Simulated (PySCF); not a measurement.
## A small calculation by hand: entropy of an ideal gas

CH3OS, SMILES C[S]=O (connectivity only; charge and spin as stated), charge -1, multiplicity 1.

Geometry: PBE-D3(BJ)/def2-SVPD. The spin state was assumed, not searched. The isomer is the one that the SMILES or the coordinates give; other isomers of the formula were not compared.

PBE-D3(BJ)/def2-SVPD (PySCF) gives the harmonic wavenumbers 206, 273, 606, 826, 867, 888, 1187, 1329, 1385, 2879, 2947, 2996 cm⁻¹ and the rotational temperatures 1.1492, 0.3815, 0.2980 K. The molar mass is 63.09 g/mol, the symmetry number 1, the spin multiplicity 1.

Task: Work out the entropy at 298.15 K and 1 atm in the rigid-rotor, harmonic-oscillator model.

Result: 
Translation (Sackur–Tetrode at 1 atm): S = R[1.5 ln M + 2.5 ln T − 1.16487] = 160.4 J/(mol K).
Rotation: q = (√π/σ) T^1.5/√(θA θB θC) = 25200, S = R[ln q + 3/2] = 96.8 J/(mol K).
Vibration: with u = 1.4388 ν/T, each mode gives R[u/(e^u − 1) − ln(1 − e^−u)]:
```json
[
 {"ν (cm⁻¹)": "206", "modes": "1", "u": "0.99", "S (J/(mol K))": "8.70"},
 {"ν (cm⁻¹)": "273", "modes": "1", "u": "1.32", "S (J/(mol K))": "6.60"},
 {"ν (cm⁻¹)": "606", "modes": "1", "u": "2.92", "S (J/(mol K))": "1.84"},
 {"ν (cm⁻¹)": "826", "modes": "1", "u": "3.99", "S (J/(mol K))": "0.78"},
 {"ν (cm⁻¹)": "867", "modes": "1", "u": "4.18", "S (J/(mol K))": "0.67"},
 {"ν (cm⁻¹)": "888", "modes": "1", "u": "4.29", "S (J/(mol K))": "0.61"},
 {"ν (cm⁻¹)": "1187", "modes": "1", "u": "5.73", "S (J/(mol K))": "0.18"},
 {"ν (cm⁻¹)": "1329", "modes": "1", "u": "6.41", "S (J/(mol K))": "0.10"},
 {"ν (cm⁻¹)": "1385", "modes": "1", "u": "6.68", "S (J/(mol K))": "0.08"}
]
```
The stiffer modes add less than 0.005 each. Sum 19.6 J/(mol K).
Spin: R ln 1 = 0.0 J/(mol K).
Total 276.7 J/(mol K); the program's own thermochemistry gives 276.8. Translation makes up 58 % and vibration 7 %. Anharmonicity, hindered rotation and orbital degeneracy are left out.
